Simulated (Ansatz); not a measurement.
Cost and result up the ladder for the cluster Mg₂Te₂ (the lowest singlet isomer of a short search) (4 atoms). Total charge 0; singlet. Geometry: r2SCAN-D4/def2-SVP.

```xyz
4

Mg    0.315   -0.334    1.326
Mg   -0.315    0.334   -1.326
Te   -1.666    1.352    0.736
Te    1.666   -1.352   -0.736
```

Ansatz on 4 threads of Arm Neoverse V1 on a shared host. Times are rough, and most runs start from the orbitals of an earlier one. ωB97X-V/def2-TZVP serves as the yardstick here, not as an exact answer. Differences are given only for rows in sets of like size (and for xTB, whose basis is part of the method), since another set adds its own error. Binding counts from free atoms at the same level (Mg singlet, Te triplet; other spins of the atoms weren't run), without zero-point energy or a counterpoise term.

In the def2 sets Te takes a core potential; there is no spin–orbit coupling. Correlated methods freeze 10 core orbitals; core or outer-core shells of Mg, Te are correlated, in sets that lack core-valence functions. The structure comes from a short search, and lower isomers may exist.

Correlated methods converge slowly with the basis.

```tsv
level	functions	wall time	binding energy per atom (eV)	difference from ωB97X-V/def2-TZVP (eV)
PBE-D4/def2-SVP	88	0.8 s	1.89	–
LDA (SPW92)/def2-TZVP	164	0.95 s	2.19	0.34
PBE0-D4/def2-SVP	88	1.3 s	1.86	–
PBE-D4/def2-TZVP	164	1.5 s	1.90	0.04
MP2/def2-TZVP	164	2 s	1.86	0.00
PBE-D4/def2-TZVPD	188	2.3 s	1.90	0.04
PBE0-D4/def2-TZVP	164	3.1 s	1.87	0.02
PBE0-D4/def2-TZVPD	188	3.2 s	1.87	0.02
r2SCAN-D4/def2-TZVP (with forces)	164	3.7 s	1.94	0.09
r2SCAN-D4/def2-TZVPD	188	4 s	1.94	0.09
RPA@PBE/def2-TZVP	164	4.2 s	1.53	-0.33
ωB97X-V/def2-TZVP	164	6 s	1.85	0.00
CCSD(T)/def2-TZVPP	164	28 s	1.70	-0.15
```
